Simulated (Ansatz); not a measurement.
NaLi4, relaxed as a doublet with UKS r2SCAN/def2-TZVP in Ansatz, starting from the GFN2-xTB geometry. Force threshold 0.02 eV/Å.

The charge 0 doublet is spin-contaminated (final ⟨S²⟩ up to 1.40, 0.75 for a pure state). The structure comes from a short search, and lower isomers may exist.

Start:

Cartesian coordinates in Å:
```
Li -0.352 -1.432 1.572
Li -0.557 1.231 1.709
Li 1.682 0.316 1.359
Li -0.147 -0.016 -1.008
Na -0.625 -0.097 -3.631
```

```
         step  energy (eV)  largest force component (eV/Å)  SCF passes
            1   -5231.4754                           0.599         102
            2   -5231.7462                           0.191          75
            3   -5231.8039                           0.058          64
            4   -5231.8252                           0.041          53
            5   -5231.8474                           0.053          52
            6   -5231.8780                           0.071          51
            7   -5231.9192                           0.094          53
            8   -5231.9691                           0.114         118
            9   -5232.0282                           0.127          74
           10   -5232.0927                           0.132          88
           11   -5232.1584                           0.117         122
           12   -5232.2138                           0.086          73
           13   -5232.2564                           0.076          70
           14   -5232.2973                           0.067         107
           15   -5232.3267                           0.024          66
16 (rejected)   -5232.3217                           0.107         115
           17   -5232.3303                           0.010         107
           18   -5232.3306                           0.005         105
           19   -5232.3307                           0.002         103
```

Force components are those of the run's own axes.

End:

```
atom    x (Å)    y (Å)    z (Å)
 Li1  -0.9844  -1.3924   0.4749
 Li2  -0.3103   0.9016   2.4026
 Li3   1.6905   0.1286   0.2343
 Li4  -0.6791   1.3526  -0.5497
 Na5   0.2832  -0.9904  -2.5622
```

Bonds formed: Li1–Na5, Li3–Na5 (atoms count from 1). Metal–metal contacts that move far: Li2–Li3 2.44 to 3.05 Å.

The force fell under the threshold at step 17, but the optimiser went on. No frequencies were taken in this run, so the end may be a saddle point.

Run time 96 s (4 threads of Arm Neoverse V1 on a shared host).
